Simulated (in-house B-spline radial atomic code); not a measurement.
## Two electrons outside the [Ne] 3s2 core: Mn¹¹⁺

Computed with an all-electron radial atomic-structure program (B-spline basis): configuration interaction (CI) of the two valence electrons in the field of the frozen Dirac-Fock core, alone and with many-body perturbation theory for the core (screened one- and two-electron correlation potentials), Breit and QED terms; no-pair Dirac Hamiltonian, finite nucleus. Labels give the configuration (outer n counted up each series) and the leading LS term, or the jj pair where no LS term holds 70 %.

The outer s² shell of this core is soft: its mixing with p² is only treated to second order, so levels can be several per cent off.

Excitation energies (cm⁻¹):

```csv
level,purity of the LS term,CI alone,CI + MBPT + Breit + QED,Landé g of the LS mixture
3p2 3P0,0.972,0,0,-
3p2 3P1,1.0,?,?,?
3p2 3P2,0.913,15798,14787,1.46
3p2 1D2,0.913,44351,39327,1.04
3p2 1S0,0.972,?,?,?
```

Problem. Where does 3p2 3P1 lie?

Solution. 7595 cm⁻¹ in CI alone and 7206 cm⁻¹ with all corrections; g = 1.50.

Problem. Where does 3p2 1S0 lie?

Solution. 81623 cm⁻¹ in CI alone and 83581 cm⁻¹ with all corrections.

Problem. What is the first ionisation energy?

Solution. 313.16 eV to the 3p1/2 state of the next ion (311.94 eV from CI alone). NIST lists 314.4 ± 0.6 eV (semi-empirical).
